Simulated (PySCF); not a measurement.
Isomers of C5H9OP.

All values: CAM-B3LYP/def2-SVPD (PySCF) at GFN2-xTB geometries, gas phase, one conformer each. Core orbitals are frozen in the response; Δα² is half the sum of the squared differences of the principal polarisabilities.

Question: Rank by dipole moment, highest first.
A. `[CH3:1]/[CH:2]=[CH:3]\[P:4]1(=[O:5])[CH2:6][CH2:7]1` with C2–C3–P4–O5 -66°
B. `[CH2:1]=[C:2]([CH3:3])/[P:4]=[CH:5]/[O:6][CH3:7]` with C1–C2–P4–C5 180°, P4–C5–O6–C7 180°
C. `[CH:1]#[C:2][CH2:3][P:4]([CH3:5])([CH3:6])=[O:7]` with C2–C3–P4–C5 56°
D. `[CH:1]#[C:2][CH2:3][P@H:4](=[O:5])[CH2:6][CH3:7]` with C2–C3–P4–O5 -177°, C3–P4–C6–C7 -174°
E. `[CH3:1][C:2](=[O:3])[P:4]=[C:5]([CH3:6])[CH3:7]` with C1–C2–P4–C5 159°
F. `[CH3:1]/[CH:2]=[CH:3]/[P:4]=[CH:5]\[O:6][CH3:7]` with C2–C3–P4–C5 180°, P4–C5–O6–C7 180°

Answer: A (4.33 D), C (3.97 D), D (3.78 D), B (3.00 D), F (2.10 D), E (1.53 D).

Question: Rank by HOMO–LUMO gap, lowest first.
A. `[CH3:1]/[CH:2]=[CH:3]\[P:4]1(=[O:5])[CH2:6][CH2:7]1` with C2–C3–P4–O5 -66°
B. `[CH3:1]/[CH:2]=[CH:3]/[P:4]=[CH:5]\[O:6][CH3:7]` with C2–C3–P4–C5 180°, P4–C5–O6–C7 180°
C. `[CH3:1]/[CH:2]=[P:3]\[CH2:4][C:5]([CH3:6])=[O:7]` with C2–P3–C4–C5 -82°, P3–C4–C5–C6 -77°
D. `[CH:1]#[C:2][CH2:3][P:4]([CH3:5])([CH3:6])=[O:7]` with C2–C3–P4–C5 56°
E. `[CH2:1]=[CH:2][P@@H:3](=[O:4])[CH:5]1[CH2:6][CH2:7]1` with C1–C2–P3–O4 -2°, C2–P3–C5–C6 73°
F. `[CH3:1][P@:2]1(=[O:3])[CH:4]=[CH:5][CH2:6][CH2:7]1` with C1–P2–C4–C5 -98°, C4–C5–C6–C7 -16°, C5–C6–C7–P2 21°, C1–P2–C7–C6 90° (2,3-dihydro-1-methyl-1H-phosphole 1-oxide)

Answer: B (6.99 eV), C (7.71 eV), A (8.63 eV), F (9.43 eV), E (9.56 eV), D (9.89 eV).

All values together:

```
            SMILES  μ (D)  HOMO (eV)  LUMO (eV)  α (Å³)  Δα (Å³)
  C[P@]1(=O)C=CCC1   4.98      -8.86       0.57   11.85     3.07
C=C[P@@H](=O)C1CC1   4.26      -9.16       0.41   12.22     5.22
      CO/C=P/C1CC1   0.36      -7.42       0.19   13.19     5.83
     C#CCP(C)(C)=O   3.97      -8.87       1.03   12.25     3.33
   C/C=C\P1(=O)CC1   4.33      -8.35       0.27   12.43     4.60
     C=CP1(=O)CCC1   4.17      -9.02       0.34   12.21     4.75
      C/C=C/P=C\OC   2.10      -7.06      -0.07   15.20    11.64
   C#CC[P@H](=O)CC   3.78      -9.02       1.19   12.34     4.20
     CC(=O)P=C(C)C   1.53      -7.94      -0.89   13.83     7.77
     C/C=P\CC(C)=O   1.64      -8.24      -0.54   13.21     4.74
     C=C(C)/P=C/OC   3.00      -7.21      -0.19   14.81    11.38
     CP1(=O)CC=CC1   4.41      -8.88       1.05   11.77     1.72
```

Conformers: `[CH3:1][P@:2]1(=[O:3])[CH:4]=[CH:5][CH2:6][CH2:7]1` with C1–P2–C4–C5 -98°, C4–C5–C6–C7 -16°, C5–C6–C7–P2 21°, C1–P2–C7–C6 90°; `[CH2:1]=[CH:2][P@@H:3](=[O:4])[CH:5]1[CH2:6][CH2:7]1` with C1–C2–P3–O4 -2°, C2–P3–C5–C6 73°; `[CH3:1][O:2]/[CH:3]=[P:4]/[CH:5]1[CH2:6][CH2:7]1` with C1–O2–C3–P4 0°, C3–P4–C5–C6 37°; `[CH:1]#[C:2][CH2:3][P:4]([CH3:5])([CH3:6])=[O:7]` with C2–C3–P4–C5 56°; `[CH3:1]/[CH:2]=[CH:3]\[P:4]1(=[O:5])[CH2:6][CH2:7]1` with C2–C3–P4–O5 -66°; `[CH2:1]=[CH:2][P:3]1(=[O:4])[CH2:5][CH2:6][CH2:7]1` with C1–C2–P3–O4 0°, C2–P3–C5–C6 -90°, P3–C5–C6–C7 -18°, C5–C6–C7–P3 18°, C2–P3–C7–C6 90°; `[CH3:1]/[CH:2]=[CH:3]/[P:4]=[CH:5]\[O:6][CH3:7]` with C2–C3–P4–C5 180°, P4–C5–O6–C7 180°; `[CH:1]#[C:2][CH2:3][P@H:4](=[O:5])[CH2:6][CH3:7]` with C2–C3–P4–O5 -177°, C3–P4–C6–C7 -174°; `[CH3:1][C:2](=[O:3])[P:4]=[C:5]([CH3:6])[CH3:7]` with C1–C2–P4–C5 159°; `[CH3:1]/[CH:2]=[P:3]\[CH2:4][C:5]([CH3:6])=[O:7]` with C2–P3–C4–C5 -82°, P3–C4–C5–C6 -77°; `[CH2:1]=[C:2]([CH3:3])/[P:4]=[CH:5]/[O:6][CH3:7]` with C1–C2–P4–C5 180°, P4–C5–O6–C7 180°; `[CH3:1][P:2]1(=[O:3])[CH2:4][CH:5]=[CH:6][CH2:7]1` with C1–P2–C4–C5 86°, P2–C4–C5–C6 16°, C5–C6–C7–P2 -16°, C1–P2–C7–C6 -86°.
